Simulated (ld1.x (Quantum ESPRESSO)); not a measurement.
Reading a pseudo-wave (N)

Columns: radius, all-electron u(r) and pseudo u(r) of the 2p shell (level -20.69 eV) of nitrogen in the configuration [He] 2s2 2p2; PBE, scalar-relativistic, RRKJ scheme, ld1.x (Quantum ESPRESSO) 7.5.

```json
{"r (bohr)": "0.108", "all-electron": "0.0932", "pseudo": "0.0277"}
{"r (bohr)": "0.215", "all-electron": "0.2655", "pseudo": "0.1061"}
{"r (bohr)": "0.322", "all-electron": "0.4388", "pseudo": "0.2250"}
{"r (bohr)": "0.430", "all-electron": "0.5856", "pseudo": "0.3708"}
{"r (bohr)": "0.538", "all-electron": "0.6972", "pseudo": "0.5244"}
{"r (bohr)": "0.645", "all-electron": "0.7749", "pseudo": "0.6668"}
{"r (bohr)": "0.752", "all-electron": "0.8226", "pseudo": "0.7850"}
{"r (bohr)": "0.860", "all-electron": "0.8445", "pseudo": "0.8696"}
{"r (bohr)": "0.968", "all-electron": "0.8455", "pseudo": "0.9153"}
{"r (bohr)": "1.075", "all-electron": "0.8305", "pseudo": "0.9232"}
{"r (bohr)": "1.182", "all-electron": "0.8039", "pseudo": "0.9000"}
{"r (bohr)": "1.290", "all-electron": "0.7687", "pseudo": "0.8533"}
{"r (bohr)": "1.398", "all-electron": "0.7282", "pseudo": "0.7930"}
{"r (bohr)": "1.505", "all-electron": "0.6848", "pseudo": "0.7283"}
{"r (bohr)": "1.612", "all-electron": "0.6399", "pseudo": "0.6650"}
{"r (bohr)": "1.720", "all-electron": "0.5944", "pseudo": "0.6062"}
{"r (bohr)": "1.828", "all-electron": "0.5497", "pseudo": "0.5539"}
{"r (bohr)": "1.935", "all-electron": "0.5068", "pseudo": "0.5077"}
{"r (bohr)": "2.042", "all-electron": "0.4657", "pseudo": "0.4658"}
{"r (bohr)": "2.150", "all-electron": "0.4264", "pseudo": "0.4264"}
{"r (bohr)": "2.258", "all-electron": "0.3896", "pseudo": "0.3896"}
{"r (bohr)": "2.365", "all-electron": "0.3554", "pseudo": "0.3554"}
{"r (bohr)": "2.472", "all-electron": "0.3237", "pseudo": "0.3237"}
{"r (bohr)": "2.580", "all-electron": "0.2940", "pseudo": "0.2940"}
{"r (bohr)": "2.688", "all-electron": "0.2666", "pseudo": "0.2666"}
{"r (bohr)": "2.795", "all-electron": "0.2417", "pseudo": "0.2417"}
```

Question: How many radial nodes do the two functions have?

Answer: The all-electron 2p function has n − l − 1 = 0; the pseudo-wave has 0.

Question: At about which radius was the pseudo-wave matched?

Answer: 2.15 bohr. The columns agree to 0.0005 from 2.04 bohr on; several derivatives are matched, so the curves merge somewhat inside the radius.

Question: Is the pseudo-wave norm-conserving?

Answer: Yes: the RRKJ scheme keeps the norm inside the radius equal to the all-electron one, which fixes the energy derivative of the logarithmic derivative at the level.
